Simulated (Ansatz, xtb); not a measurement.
## BrFH3Si2: where a starting geometry ends

The starting geometry of this gas-phase doublet has its atoms placed at random.

```xyz
7

Br   -0.9872   -1.4936   -0.2776
F    -1.4979   -0.2264   -1.2094
Si    1.8137    1.0657    0.0787
Si    0.6518    0.3942    1.4929
H    -0.8430    0.9505    0.5681
H    -0.9114   -0.2995    1.1889
H    -2.1539   -0.0168   -0.2659
```

One run relaxed it with r2SCAN-D4/def2-SVP. What is a likely outcome?

It loosens into BrH2Si2 + FH, which stay close as a complex. Distances that change by over a tenth: Br1–H6 (1.89 → 3.00 Å), Si3–Si4 (1.95 → 2.23 Å), Si4–H6 (1.74 → 1.49 Å). Contacts that open: Br1–F2 (1.65 → 3.20 Å), Br1–H7 (1.88 → 2.48 Å). Contacts that close: Br1–Si4 (3.06 → 2.28 Å), F2–H7 (1.17 → 0.93 Å), Si3–H5 (2.70 → 1.74 Å), Si4–H5 (1.84 → 1.69 Å).

The energy falls by 11.64 eV over 25 steps:

| step | E − E(last) (eV) |
| --- | --- |
| 1 | 11.635 |
| 4 | 4.538 |
| 6 | 2.728 |
| 9 | 1.339 |
| 12 | 0.186 |
| 14 | 0.148 |
| 17 | 0.030 |
| 20 | 0.004 |
| 22 | 0.000 |
| 25 | 0.000 |

Final geometry (Å):

| atom | x (Å) | y (Å) | z (Å) |
| --- | --- | --- | --- |
| Br | -0.4568 | -2.0272 | -0.1849 |
| F | -2.3039 | 0.5268 | -0.7152 |
| Si | 1.8106 | 1.1830 | 0.5769 |
| Si | 0.0895 | -0.1641 | 1.0025 |
| H | 0.1910 | 1.1569 | -0.0448 |
| H | -1.1099 | 0.0672 | 1.8625 |
| H | -2.1483 | -0.3683 | -0.9215 |

From the same start GFN2-xTB ends elsewhere, in pieces: BrH2Si2 + FH.

From so rough a start the end depends on the optimiser's path, so another program may land elsewhere. The end wasn't checked by frequencies. Open shells are spin-unrestricted. Run with Ansatz 0.2.0, 94 s on 2 threads of Intel(R) Xeon(R) 6975P-C (Granite Rapids) (shared host).
